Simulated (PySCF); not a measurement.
**C₆ coefficients of unlike pairs at TPSSh**

Calculated with PySCF 2.14 from the dipole response of each species, C₆(A,B) = (3/π) ∫ α_A(iu) α_B(iu) du, in atomic units, from isotropic polarisabilities. For ions this is the dispersion term alone; charge-induced terms of lower order in 1/R come first.

```json
{"species": "Ar", "configuration": "[Ar] (1S)", "basis": "dyall-av3z (19s12p3d2f)", "relativity": "none", "α (bohr³)": "11.05", "C₆ (like pair)": "65.64"}
{"species": "Zr²⁺", "configuration": "[Kr] 4d2 (3F)", "basis": "aug-cc-pwCVTZ-PP with ECP28MDF (8s8p7d4f3g)", "relativity": "core potential", "α (bohr³)": "12.35", "C₆ (like pair)": "61.30"}
{"species": "Be", "configuration": "[He] 2s2 (1S)", "basis": "aug-cc-pCVQZ (9s8p6d4f2g)", "relativity": "none", "α (bohr³)": "43.13", "C₆ (like pair)": "265.9"}
{"species": "As³⁺", "configuration": "[Ar] 3d10 4s2 (1S)", "basis": "aug-cc-pVTZ-DK (7s6p4d2f)", "relativity": "spin-free X2C", "α (bohr³)": "7.174", "C₆ (like pair)": "21.92"}
```

**Question.** Estimate C₆ for Zr²⁺ with Ar.

**Answer.** The integral gives 63.12. The combination rule 2 C_A C_B / (C_A α_B/α_A + C_B α_A/α_B) gives 62.77 and the geometric mean 63.43.

No spin-orbit coupling is included.

The other pairs:

```
      pair     C₆
  As³⁺, Be  66.36
  As³⁺, Ar  37.69
As³⁺, Zr²⁺  36.43
    Be, Ar  108.0
  Be, Zr²⁺  108.9
```
